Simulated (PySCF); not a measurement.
Species: CH2NO (charge -1, singlet). SMILES of the parent species: C([NH])=O
Geometry from a B3LYP-D3(BJ)/def2-TZVP (Ansatz) optimisation:
```xyz
5

N      0.8982    -0.7908    -0.0838
C     -0.2806    -0.2237     0.0509
O     -0.6352     0.9857     0.0368
H      1.5705    -0.0249    -0.2178
H     -1.0927    -0.9834     0.2042
```
Charge -1, spin multiplicity 1.

Dispersion corrections to the total energy (kcal/mol) from the dftd3 and dftd4 libraries through PySCF: D3(BJ) without and D4 with the three-body term, each with the damping fitted for the functional named.

```tsv
functional	D3(BJ)	D4
r2SCAN	___	-0.36
PW6B95	-0.54	-1.38
PBE0	___	-1.25
PBE	-1.31	-1.54
BHLYP	___	-1.61
B2PLYP	-0.97	-1.06
revPBE	-3.65	-6.21
```

Q: Some entries are withheld; supply them.

A: 
- r2SCAN, D3(BJ): -0.32
- PBE0, D3(BJ): -1.07
- BHLYP, D3(BJ): -1.67
